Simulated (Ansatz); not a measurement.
The same molecule with X = C, Si, Ge. Ansatz, PBE0-D4/def2-TZVP geometries, multiplicity 1.

Scalar relativity is left out up to krypton.

```
 X           molecule  mean X–Ga bond length / Å  mean X–H bond length / Å  HOMO–LUMO gap (B3LYP/def2-TZVPP) / eV  HOMO–LUMO gap (ωB97M-V/def2-TZVPP) / eV  LUMO energy (PBE/def2-TZVPP) / eV
 C   `[CH3][GaH][Cl]`                      1.952                     1.092                                   6.26                                    10.68                              -2.14
Si  `[SiH3][GaH][Cl]`                      2.404                     1.487                                   5.26                                     9.49                              -2.89
```

**Question.** Give the row for X = Ge, `[Cl][GaH][GeH3]`. (Best estimate.)

**Answer.** Ansatz gave: 
```tsv
X	molecule	mean X–Ga bond length / Å	mean X–H bond length / Å	HOMO–LUMO gap (B3LYP/def2-TZVPP) / eV	HOMO–LUMO gap (ωB97M-V/def2-TZVPP) / eV	LUMO energy (PBE/def2-TZVPP) / eV
Ge	`[Cl][GaH][GeH3]`	2.435	1.537	5.29	9.51	-2.81
```

From C to Ge the mean X–Ga bond length rises at each step, by 0.483 Å in all; the mean X–H bond length rises at each step, by 0.445 Å in all; the HOMO–LUMO gap (B3LYP/def2-TZVPP) isn't monotonic: highest at C, lowest at Si; the HOMO–LUMO gap (ωB97M-V/def2-TZVPP) isn't monotonic: highest at C, lowest at Si; the LUMO energy (PBE/def2-TZVPP) isn't monotonic: highest at C, lowest at Si. Bonds lengthen as the atom grows down the group.

B3LYP here is the variant with VWN-RPA as its local correlation; programs differ in this.
